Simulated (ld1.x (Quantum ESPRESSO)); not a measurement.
Configuration tests for zirconium (TM)

zirconium (Zr), norm-conserving Troullier–Martins (Kleinman–Bylander form), made with ld1.x (Quantum ESPRESSO) 7.5 (LDA (PZ), scalar-relativistic). Core [Ar] 3d10 4s2, reference 4p6 4d2 5s2 5p0. Waves: 5s (bound): rc 3.40 bohr; 4p (bound): rc 1.75 bohr; 4f channel at 0.05 Ry: rc 3.55 bohr; 4d (bound): rc 2.50 bohr. Local part: the d channel. Core correction: none.

Energies are relative to the spin-unpolarised reference configuration 4p6 4d2 5s2 5p0; without spin polarisation the order of configurations can differ from experiment. Spin-polarised rows fill each open shell by Hund’s rule, majority spin first.

```
           valence configuration  charge  ΔE all-electron (eV)  error AE − PS (meV)
                 4p6 4d2 5s1 5p0      +1                 7.352                 -2.1
                 4p6 4d1 5s0 5p0      +3                43.414                  +68
               4p6 4d2 5s1.5 5p0    +0.5                 2.971                 -0.7
                 4p6 4d1 5s2 5p1       0                 3.065                 -6.8
                 4p6 4d2 5s0 5p1      +1                11.164                  -33
4p6 4d2 5s2 5p0 (spin-polarised)       0                -0.483                  +65
4p6 4d2 5s1 5p0 (spin-polarised)      +1                 6.271                 +105
```

Task: What are ΔE and the potential's error for 4p6 4d2 5s0 5p0?

Result: ΔE = 20.593 eV all-electron; the error (AE − PS) is -13 meV.

Task: What are ΔE and the potential's error for 4p6 4d2 5s0 5p2?

Result: ΔE = 6.396 eV all-electron; the error (AE − PS) is -41 meV.

Levels in the configuration 4p6 4d2 5s2 5p0 (spin-polarised):

| level | all-electron (eV) | pseudo (eV) |
| --- | --- | --- |
| 4p up | -32.844 | -32.915 |
| 4d up | -4.121 | -4.160 |
| 5s up | -4.826 | -4.840 |
| 4p down | -31.898 | -31.737 |
| 5s down | -4.266 | -4.238 |

Note: ghost state, extra bound levels that the all-electron valence spectrum of the same l lacks: s at -44.8 eV. A true bound ghost makes a file unfit for plane-wave use.
